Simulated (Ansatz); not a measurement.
Input for Ansatz (a quantum-chemistry and plane-wave program): R-wB97M-V/def2-TZVPP on BFHO (SMILES [OH+]=BF), atoms moved off the minimum. Charge +1.

Ansatz 0.2 input:
```yaml
crystal:
  periodic: [false, false, false]
  atoms:
    - {symbol: O, position_ang: [-1.17268120, 0.02813414, 0.17480514]}
    - {symbol: B, position_ang: [0.13820819, 0.11892045, 0.20978433]}
    - {symbol: F, position_ang: [1.09985650, -0.01883392, -0.36791707]}
    - {symbol: H, position_ang: [-1.83043116, -0.27399541, 1.14168159]}
basis:
  gaussian:
    orbitals: def2-TZVPP
hamiltonian:
  xc: {name: wB97M-V}
total_charge: 1
scf: {lower_state_search: off}
output: {forces: true}
```

It printed:

```
Functional definition: wB97M-V
[...]
these checks for a lower state are left out or cut short: stability, starts, cluster_reference, orbital_swaps, neighbouring_geometries, increment
integrals: 0.03 GiB planned
535 factors; their error is unknown
integrals: 0.06 GiB planned
121 factors; integrals over basis functions are off by at most 1.9e-5 eV
mean field: 0.33 GiB planned
mean field evaluation 1: about -5437.4556 eV, gradient 8.9e1 eV
mean field evaluation 2: about -5432.0365 eV, gradient 1.1e2 eV
mean field evaluation 4: about -5448.8322 eV, gradient 4.6e0 eV
mean field evaluation 8: about -5448.8634 eV, gradient 2.8e-2 eV
mean field evaluation 16: about -5448.8725 eV, gradient 2.7e-3 eV
mean field -5448.87245741 eV, -200.2423694314 hartree, gradient 8.1e-6 eV, S^2 0.000000; 0 other end points of the search recorded, 0 dependent functions left out
the calculation of the forces begins
reference -5448.87249019 eV, -200.2423706359 hartree; 11, 11 occupied and 96, 96 virtual orbitals, 535 factors
Total energy: -5448.87249019 eV, -200.2423706359 hartree
Atom 0 at    -1.172681     0.028134     0.174805 Å, force    -0.773704    -0.837775     5.361711 eV/Å
Atom 1 at     0.138208     0.118920     0.209784 Å, force   -11.920312     0.117128     3.267940 eV/Å
Atom 2 at     1.099857    -0.018834    -0.367917 Å, force     9.787803    -0.716484    -4.395177 eV/Å
Atom 3 at    -1.830431    -0.273995     1.141682 Å, force     2.906212     1.437131    -4.234474 eV/Å
Dipole moment:    -0.253153    -0.019761     0.688965 e Å
Checks for a lower state left out: stability, starts, cluster_reference, orbital_swaps, neighbouring_geometries, increment
```

The run converged.

Cost: roughly 3 core-seconds.
